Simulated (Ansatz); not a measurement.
Geometry optimisation, RHF/6-31G* (Ansatz).

Input:

```yaml
crystal:
  periodic: [false, false, false]
  atoms:
    - { symbol: B, position_ang: [-0.164081, 0.672038, -0.553332] }
    - { symbol: "N", position_ang: [-0.325855, -0.013173, 2.121507] }
    - { symbol: H, position_ang: [-0.640393, -0.211072, 3.054824] }
    - { symbol: H, position_ang: [0.572276, -0.444976, 2.010164] }
    - { symbol: "N", position_ang: [1.159281, 0.176944, -0.635121] }
    - { symbol: H, position_ang: [1.362092, -0.700749, -1.060541] }
    - { symbol: H, position_ang: [1.959113, 0.76252, -0.550076] }
    - { symbol: "N", position_ang: [-1.285186, -0.084595, -0.972898] }
    - { symbol: H, position_ang: [-1.203382, -1.07805, -1.014191] }
    - { symbol: H, position_ang: [-2.200513, 0.184821, -0.691047] }
    - { symbol: S, position_ang: [-0.326607, 2.48839, -0.074288] }
    - { symbol: H, position_ang: [-1.648468, 2.559075, 0.017196] }
    - { symbol: H, position_ang: [-0.171579, 0.999024, 2.059703] }
basis:
  gaussian: { orbitals: "6-31G*" }
hamiltonian:
  xc: hf
relax:
  f_tol: 0.03
  max_steps: 50
output:
  orbitals: {}
```

Run as:

```bash
$ ansatz run input.yaml --threads 2 --pin off --max-ram 3072MiB --backend cpu --events-out ev --progress --plain --runs-dir out
```

Where does it end, and by what steps?

The run converged. The force dipped under the threshold on the way, but the program's further checks kept it going. After 43 steps the energy has fallen by 0.353 eV; H13 moved furthest, 2.30 Å.

```tsv
step	energy less start (eV)	largest force component (eV/Å)	accepted
0	0.0000	1.146	yes
2	-0.1693	0.540	yes
4	-0.2088	0.202	yes
6	-0.2209	0.069	yes
8	-0.2018	0.752	no
10	-0.2266	0.201	yes
12	-0.2298	0.120	yes
14	-0.2315	0.245	no
16	-0.2362	0.090	yes
18	-0.2407	0.255	yes
20	-0.2488	0.044	yes
22	-0.2601	0.175	yes
24	-0.2736	0.592	yes
26	-0.3055	0.341	yes
28	-0.3299	0.300	yes
30	-0.3395	0.434	yes
32	-0.3454	0.106	yes
34	-0.3483	0.144	yes
36	-0.3495	0.133	yes
38	-0.3514	0.014	yes
40	-0.3519	0.090	yes
42	-0.3525	0.006	yes
43	-0.3527	0.028	yes
```

```xyz
13
Properties=species:S:1:pos:R:3
B -0.133 1.071 -0.908
N -0.253 -0.889 2.472
H 0.344 -1.621 2.812
H 0.228 -0.020 2.613
N 1.160 0.629 -0.547
H 1.291 -0.172 0.028
H 1.995 0.970 -0.965
N -1.290 0.531 -0.318
H -1.225 -0.150 0.409
H -2.217 0.775 -0.578
S -0.224 2.409 -2.205
H -1.527 2.651 -2.165
H -1.062 -0.874 3.064
```

Whether the end is a true minimum wasn't checked by a vibrational analysis.

Time of the run: 24 s on 2 threads of AMD EPYC 9R45 96-Core Processor (Zen 5), with other jobs on the host, peak memory 0.21 GiB.
